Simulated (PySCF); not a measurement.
Run record: geometry optimisation, `F[C](F)(F)[GaH2-][NH3+]`.

Method: PBE0-D3(BJ)/def2-SVP geometry optimisation, gas phase (PySCF 2.14.0). Start geometry: GFN2-xTB. The input is one job of a driver script: a line of settings, then coordinates in Å.

Command:
```bash
OMP_NUM_THREADS=1 python probes_run.py task.json out
```

Input:
```
{"job": {"xc": "PBE0", "basis": "def2-SVP", "d3": "d3bj", "grid": 1, "shake": 0.01, "kind": "geom"}, "charge": 0, "multiplicity": 1}
N      1.444140    -0.316690    -0.293140
Ga    -0.057990     1.041360     0.467000
C     -1.574510    -0.261310     0.056780
F     -2.846420    -0.321070     0.184140
F     -1.286490    -0.527660    -1.283540
F     -1.063470    -1.387830     0.698100
H      2.388050     0.061490    -0.240930
H      1.238350    -0.488570    -1.284550
H      1.385390    -1.173250     0.229180
H      0.350170     1.128850     1.966720
H      0.060900     2.218830    -0.515410
```

Output:
```
step   0  E = -2319.06890767  max force = 0.061379
step   1  E = -2319.07955454  max force = 0.021179
step   2  E = -2319.07666388  max force = 0.021467
step   3  E = -2319.08003729  max force = 0.016340
step   4  E = -2319.08103912  max force = 0.011242
step   5  E = -2319.08178493  max force = 0.005440
step   6  E = -2319.08197517  max force = 0.003068
step   7  E = -2319.08201864  max force = 0.001250
step   8  E = -2319.08202581  max force = 0.000297
optimisation converged
```

Energies in Eh; «max force» is the largest Cartesian gradient component in Eh/bohr.

**Question.** At which steps does the energy rise by more than 1e-5 Eh?

**Answer.** At step 2 (+2.89 mEh).

Main results: final energy -2319.08203 Eh after 8 steps; dipole 5.39 D.

**Question.** Where do the atoms end?

**Answer.** 0.128 Å rms from the input after alignment:
```
atom  x, y, z in Å
N1     1.4441   -0.2526   -0.2557
Ga2   -0.0763    1.0484    0.4667
C3    -1.4351   -0.3794   -0.0228
F4    -2.7273   -0.1209    0.2125
F5    -1.3440   -0.6916   -1.3473
F6    -1.1547   -1.5464    0.6240
H7     2.3985    0.0987   -0.1881
H8     1.2491   -0.4679   -1.2348
H9     1.3884   -1.1322    0.2604
H10    0.2717    1.1561    1.9950
H11    0.0237    2.2619   -0.5257
```

**Question.** How long does this job take on one thread of an Arm Neoverse V1, shared host? And the peak memory of the process?

**Answer.** About 75 s, with 0.53 GiB resident at the peak, the Python interpreter and its libraries included.
Labels such as C1 count atoms from 1, the log's own numbers from 0.
